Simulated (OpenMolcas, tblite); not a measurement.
## How methods differ on GeSiH5Cl (SMILES [SiH3][GeH2][Cl])

GeSiH5Cl: 8 atoms, total charge 0, spin state singlet. SMILES: `[SiH3][GeH2][Cl]`. The shape is that of a PBE0-D4/def2-TZVP optimisation.

```tsv
atom	x (Å)	y (Å)	z (Å)
Si	-0.8636	0.8273	-0.3025
Ge	0.7383	-0.8820	0.1184
Cl	1.9631	-0.1837	1.7662
H	-1.7449	0.4162	-1.4273
H	-0.1498	2.0787	-0.6589
H	-1.6785	1.0356	0.9202
H	1.7031	-1.1352	-1.0512
H	0.1246	-2.2139	0.5792
```

Each level gives the energy change with the Ge2–H7 bond stretched from 1.537 to 2.306 Å (eV). The values are calculated.

```json
{"level": "IPEA1-xTB", "kind": "semi-empirical", "program": "tblite", "value (eV)": "2.57", "less CCSD(T)/def2-SVP": "+0.68", "CPU time (all runs)": "2.6 s"}
{"level": "HF/def2-SVP (unrestricted)", "kind": "Hartree–Fock", "program": "OpenMolcas", "value (eV)": "2.22", "less CCSD(T)/def2-SVP": "+0.33", "CPU time (all runs)": "26 s"}
{"level": "SVWN5/def2-SVP (restricted)", "kind": "LDA", "program": "OpenMolcas", "value (eV)": "1.76", "less CCSD(T)/def2-SVP": "-0.13", "CPU time (all runs)": "49 s"}
{"level": "revPBE/def2-SVP (restricted)", "kind": "GGA", "program": "OpenMolcas", "value (eV)": "1.69", "less CCSD(T)/def2-SVP": "-0.20", "CPU time (all runs)": "78 s"}
{"level": "r2SCAN/def2-SVP (restricted)", "kind": "meta-GGA", "program": "OpenMolcas", "value (eV)": "1.89", "less CCSD(T)/def2-SVP": "0.00", "CPU time (all runs)": "1.8 min"}
{"level": "PBE0/def2-SVP (restricted)", "kind": "global hybrid", "program": "OpenMolcas", "value (eV)": "1.94", "less CCSD(T)/def2-SVP": "+0.05", "CPU time (all runs)": "82 s"}
{"level": "B2PLYP/def2-SVP (restricted)", "kind": "double hybrid", "program": "OpenMolcas", "value (eV)": "1.96", "less CCSD(T)/def2-SVP": "+0.07", "CPU time (all runs)": "69 s"}
{"level": "MP2/def2-SVP (restricted)", "kind": "perturbation theory", "program": "OpenMolcas", "value (eV)": "2.12", "less CCSD(T)/def2-SVP": "+0.23", "CPU time (all runs)": "20 s"}
{"level": "CCSD(T)/def2-SVP (restricted)", "kind": "coupled cluster or CI", "program": "OpenMolcas", "value (eV)": "1.89", "less CCSD(T)/def2-SVP": "0.00", "CPU time (all runs)": "2.5 min"}
```

CCSD(T)/def2-SVP (restricted) is the highest level here, not the true value. All-electron rows without a relativistic Hamiltonian named are non-relativistic. The first shape isn't each level's own minimum. The values span 1.69 to 2.57 eV. In the correlated wave-function rows the outer d shell of Ge is correlated, in sets not made for it. Times are those of the runs behind each value, whatever else they computed, on shared processors of several kinds: orders of magnitude only.
